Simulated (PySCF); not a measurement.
HfCl₄, SMILES [Cl][Hf]([Cl])([Cl])[Cl], multiplicity 1. Coordinates come from a B3LYP-D3(BJ)/def2-SVP optimisation. The spin state was assumed, not searched. The isomer is the one that the SMILES or the coordinates give; other isomers of the formula were not compared. The def2 effective core potentials stand for the cores of Hf; spin–orbit coupling is left out.

Level of theory: B3LYP-D3(BJ)/def2-SVP (PySCF 2.14.0).

Harmonic wavenumbers (cm⁻¹): 98, 98, 98, 98, 98, 376, 393, 393, 393. Rotational constants (GHz): 0.9772, 0.9772, 0.9772; symmetry number 12.

### Question
Work out the zero-point energy and the ideal-gas rigid-rotor harmonic-oscillator thermochemistry at 298.15 K and 1 atm.

### Answer
ZPE = ½ Σ hcν = ½ × 2041 cm⁻¹ = 12.21 kJ/mol. H − E(el) = 35.20 kJ/mol. Entropy in J/(mol K): translation 180.70, rotation 105.79, vibration 90.14, total 376.62. G − E(el) = -77.09 kJ/mol. Cp = 99.09 J/(mol K). Modes under 150 cm⁻¹ make the vibrational entropy uncertain.
